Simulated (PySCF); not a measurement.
A side-by-side comparison of computed properties.

First species: C5H13AlN2.
SMILES: `C(C[N+](C)(C)[AlH3-])C#N`

Second species: Ga(NH3)F3.
Bonds: Ga1–N2, Ga1–F6, Ga1–F7, Ga1–F8. Hydrogens: H3, H4, H5 on N2.

Levels: PBE0/def2-SVPD for dipole moment, HOMO energy, LUMO energy, HOMO–LUMO gap, static isotropic polarisability and electronic spatial extent ⟨r²⟩ about the centre of nuclear charge; TDDFT PBE0/def2-SVPD for lowest singlet excitation; TDA PBE0/def2-SVPD for lowest triplet excitation (Tamm–Dancoff); PBE0-D3(BJ)/def2-SVP for rotational constant A and rotational constant C. Geometries: PBE0-D3(BJ)/def2-SVP. All species are isolated and taken at one optimised geometry, non-relativistic unless stated. Electronic properties by PySCF.

Dipoles, sizes and rotational constants follow the conformer. The torsions of the flexible species, by atom-mapped SMILES:
- `[CH3:1][N+:2]([CH3:3])([AlH3-:4])[CH2:5][CH2:6][C:7]#[N:8]`: C1–N2–C5–C6 172°, N2–C5–C6–C7 177°

```csv
property,column X,column Y
dipole moment,4.94 D,6.58 D
HOMO energy,-7.73 eV,-10.54 eV
LUMO energy,-0.13 eV,-1.09 eV
HOMO–LUMO gap,7.60 eV,9.45 eV
lowest singlet excitation,6.58 eV,8.14 eV
lowest triplet excitation (Tamm–Dancoff),6.17 eV,7.89 eV
static isotropic polarisability,104.9 au,35.2 au
electronic spatial extent ⟨r²⟩ about the centre of nuclear charge,1532 bohr²,548 bohr²
rotational constant A,2.695 GHz,3.047 GHz
rotational constant C,0.800 GHz,2.926 GHz
```

**Question.** Which column belongs to which species?

**Answer.** Column X is the first species and column Y the second. The first has 21 atoms and 70 electrons, the second 8 and 68.

**Question.** How does each property change from the first species to the second?

**Answer.** dipole moment +1.64 D; HOMO energy -2.81 eV; LUMO energy -0.96 eV; HOMO–LUMO gap +1.85 eV; lowest singlet excitation +1.56 eV; lowest triplet excitation (Tamm–Dancoff) +1.72 eV; static isotropic polarisability -69.7 au; electronic spatial extent ⟨r²⟩ about the centre of nuclear charge -984 bohr²; rotational constant A +0.352 GHz; rotational constant C +2.126 GHz.

On the first: In wavenumbers S1 is 53100 cm⁻¹ (1 eV = 8065.54 cm⁻¹).

On the second: The polarisability is 5.22 Å³ as a volume (1 au = 0.148185 Å³), or 0.52 au for each of the 68 electrons. The 15 singlets span 8.14 to 9.94 eV, and their oscillator strengths add up to 0.47. The calculation is non-relativistic and has no spin–orbit coupling, an omission that weighs most on gallium.
